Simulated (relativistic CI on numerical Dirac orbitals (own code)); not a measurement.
Calculated at this level of theory: Dirac-Coulomb-Breit CI, separate exchange-only KLI orbitals for each configuration, model QED, unscaled Slater integrals (own radial code, finite nucleus).

The strongest absorption lines from the ground level of an ion, among the configurations computed and to levels below about 3460 eV (vacuum wavelength in nm, gf): 0.36391 (0.11), 0.38447 (0.33), 0.39593 (0.54), 0.46701 (0.32), 0.47174 (0.11), 0.49046 (1.7), 0.50795 (1.9), 0.55113 (0.14).

(1) Which ion is it?
A. Br XXVI
B. Ag XXXVIII
C. Sr XXIX
D. Nb XXXII

## Answers

(1) D. Nb XXXII has 10 electrons and the ground level 2s2 2p6 1S_0; the strongest line goes to 2s2 2p5 3d 1P°_1. The pattern of lines fixes the number of electrons, and along that sequence the line energies rise steadily with the charge (about as its square where n changes within one kind of shell, about linearly where n is kept but much faster in heavy ions where fine structure, which grows about as Z⁴, sets the gap, and irregularly where shells cross), which fixes Z. Configurations outside the model, such as inner-shell arrays, can give stronger lines. At this charge energies of transitions that change n are usually good to better than 1 %, and those within a shell (Δn = 0) to a few per cent.

LS names give the leading component of a level, which can be under half, so a name can repeat, a term be missing and a line seem to break the LS rules.
